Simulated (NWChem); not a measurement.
A series in which one site is exchanged, each optimised at PBE0/def2-SVP with NWChem, gas phase unless a solvent is named. All stand in one matching conformer (torsions within 35°), which need not be the lowest. Some are not confirmed as minima by frequencies. def2 effective core potentials on Bi; no spin-orbit coupling.

A: OB(Cl)O (BH2O2Cl; site = B)
B: [OH][Ga]([OH])[Cl] (GaH₂O₂Cl; site = Ga)
C: [OH][Bi]([OH])[Cl] (BiH2O2Cl; site = Bi)
D: [OH][Sc]([OH])[Cl] (ScH2O2Cl; site = Sc)

```
quantity                                            A     B     C     D
--------------------------------------------------  -  ----  ----  ----
dipole (D), PBE0/def2-SVP                           …  1.77  1.29  4.04
orbital gap (eV), PBE0/def2-SVP                     …  7.95  6.91  6.29
static polarisability, PBE/def2-SVPD (bohr³)        …  51.5  70.6  59.0
lowest singlet excitation, PBE/def2-SVPD, TDA (eV)  …  5.39  4.63  4.04
```

**Question.** Fill in the missing entries.

**Answer.** 
- dipole (D), PBE0/def2-SVP, A: 2.12
- orbital gap (eV), PBE0/def2-SVP, A: 10.29
- static polarisability, PBE/def2-SVPD (bohr³), A: 38.7
- lowest singlet excitation, PBE/def2-SVPD, TDA (eV), A: 6.90
